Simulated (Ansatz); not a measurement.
`C[SiH](C)[AlH2]` + `C[CH](N)[SbH2]` → `C[SiH]([AlH2])[SbH2]` + `CC(C)N`  (formal exchange of groups at the Si–C bond)

Isolated molecules relaxed with PBE0-D4/def2-TZVP in Ansatz; ΔE leaves out vibrations. CCSD(T)/CBS is the MP2 limit (def2-TZVPP, def2-QZVPP) plus CCSD(T) − MP2 in def2-TZVPP, frozen cores. DFT in def2-TZVPP. B3LYP here is the variant with VWN-RPA as its local correlation; programs differ in this. Elements past krypton have def2 core potentials. For Sb outer-core shells are correlated without core-valence functions, which leaves a few kJ/mol of doubt a bond. Each species was taken in one conformer, which may not be the lowest.

(1) Is it downhill or uphill in electronic energy at CCSD(T)/CBS, and by how much? (Best estimate.)

(2) What do these levels give: B3LYP-D4, ωB97X-V, PBE, PBE0, MP2/def2-TZVPP, CCSD(T)/def2-TZVPP? (Best estimate.)

Largest T1 diagnostic among the species: 0.014.

Results:

(1) Computed: Downhill: ΔE = -69.6 kJ/mol.

(2) Computed: B3LYP-D4 -61.2, ωB97X-V -65.3, PBE -73.1, PBE0 -75.9, MP2/def2-TZVPP -66.8, CCSD(T)/def2-TZVPP -65.2 kJ/mol.

In def2-TZVPP, CCSD(T) changes the Hartree–Fock value by −12.9 kJ/mol (the triples alone add −2.7 kJ/mol) and MP2 by −14.5 kJ/mol.
